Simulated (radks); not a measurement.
Results of a calculation; reference values are marked as such.
Removal energies from the nickel ion Ni10+, [Ar], by Delta-SCF beside the eigenvalue of the level emptied. Code: a radial shooting solver on a logarithmic mesh with Libxc functionals. Model: Dirac Kohn-Sham, relativistic LDA (MacDonald-Vosko exchange, VWN5 correlation), spin-unpolarised, spherical densities, finite nucleus; Fermi nuclear charge, rms radius of each element as measured or else 0.836 A^(1/3) + 0.57 fm. Sub-shells are occupied by j as written (lower j first in brackets).

[
 {"removed from": "3p3/2", "final configuration": "[Ne] 3s2 3p(1/2: 2, 3/2: 3)", "Delta-SCF (eV)": "319.80", "-eigenvalue (eV)": "303.42"},
 {"removed from": "3p1/2", "final configuration": "[Ne] 3s2 3p(1/2: 1, 3/2: 4)", "Delta-SCF (eV)": "322.94", "-eigenvalue (eV)": "306.43"},
 {"removed from": "3s1/2", "final configuration": "[Ne] 3s1 3p6", "Delta-SCF (eV)": "361.75", "-eigenvalue (eV)": "345.30"},
 {"removed from": "2p3/2", "final configuration": "[He] 2s2 2p(1/2: 2, 3/2: 3) 3s2 3p6", "Delta-SCF (eV)": "1156.1", "-eigenvalue (eV)": "1110.3"}
]
